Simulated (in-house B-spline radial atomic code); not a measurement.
The numbers below are computed, except where a source is named.
# Correlation energy from the adiabatic connection: −V exp(−r²/w²), V = 0.466, w = 9.53

Two electrons in a singlet, external potential −V exp(−r²/w²), V = 0.466, w = 9.53 (atomic units). Full CI in B-splines (partial waves to l = 8, correlation up to 0.6 % small) with the density held fixed gives W(λ) = <V_ee>_λ − U, and E_c is the integral of W(λ) − W(0) from 0 to 1.

```tsv
λ	W(λ) − W(0) (hartree)
0	0.00000
0.02	-0.00197
0.05	-0.00476
0.12	-0.01052
0.25	-0.01902
0.4	-0.02632
0.6	-0.03334
0.8	-0.03842
1	-0.04227
```

Integrate the table by the trapezoid rule.

The strips give -0.00002, -0.00010, -0.00053, -0.00192, -0.00340, -0.00597, -0.00718, -0.00807, which sum to -0.02719 hartree. The direct value, W(1) − W(0) + T_c with T_c = 0.01494, is -0.02733; the curve is convex, so chords lie above it and the trapezoids fall short in size by 0.53 %.

Now use only three numbers: W(0) = -0.18978, the initial slope W'(0) = -0.1011 (extrapolated from the first points) and the strong-coupling limit of the point-charge-plus-continuum model, W∞ = -0.26027. What do second-order theory and the interpolation W(λ) = W∞ + (W(0) − W∞)/√(1 + 2χλ) of Seidl, Perdew and Levy give?

Second order keeps the slope alone: E_c = W'(0)/2 = -0.05055, +85 % in size against -0.02733. Matching the slope fixes χ = W'(0)/(W∞ − W(0)) = -0.1011/(-0.07049) = 1.43425. Integrating, with s = √(1 + 2χ) = 1.966848, E_c = −(W(0) − W∞)(s − 1)/(s + 1) = −0.07049 × 0.966848/2.966848 = -0.02297 hartree, -16.0 % in size against the full result. At λ = 1 the formula gives W − W(0) = -0.03465 against -0.04227. Part of the miss can come from the model's W∞.
